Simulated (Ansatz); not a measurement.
`C[O][In]([NH2])[SH]` from Hartree–Fock to CCSD(T)

```xyz
11

C     1.397    1.332    0.579
O     0.081    0.894    0.766
In   -0.669   -0.642   -0.241
N    -2.517   -1.213    0.299
S     0.763   -1.733   -1.792
H     1.577    2.190    1.236
H     1.597    1.663   -0.451
H     2.144    0.565    0.833
H    -3.081   -0.485    0.716
H    -3.062   -1.693   -0.403
H     1.770   -0.879   -1.541
```

Charge 0, multiplicity 1. Correlated methods include outer-core shells of In, which these sets cover unevenly. In: def2 effective core potential. Geometry: relaxed with PBE0-D4/def2-TZVP. It is one conformer, not always the lowest. Frozen core, restricted reference, Ansatz 0.2.0.

| basis | HF (Eh) | MP2 corr. | CCSD corr. | (T) | CCSD(T) total |
| --- | --- | --- | --- | --- | --- |
| def2-SVP | -757.18418 | -0.72223 | ? | -0.02194 | ? |
| def2-TZVPP | -757.54263 | ? | ? | -0.04407 | ? |
| def2-QZVPP | -757.56408 | ? | – | – | – |

Task: Fill in the withheld values. (Estimate.)

Result: The calculation gave: def2-SVP CCSD corr.: -0.77048; def2-SVP CCSD(T) total: -757.97660; def2-TZVPP MP2 corr.: -1.09641; def2-TZVPP CCSD corr.: -1.12506; def2-TZVPP CCSD(T) total: -758.71176; def2-QZVPP MP2 corr.: -1.34827.
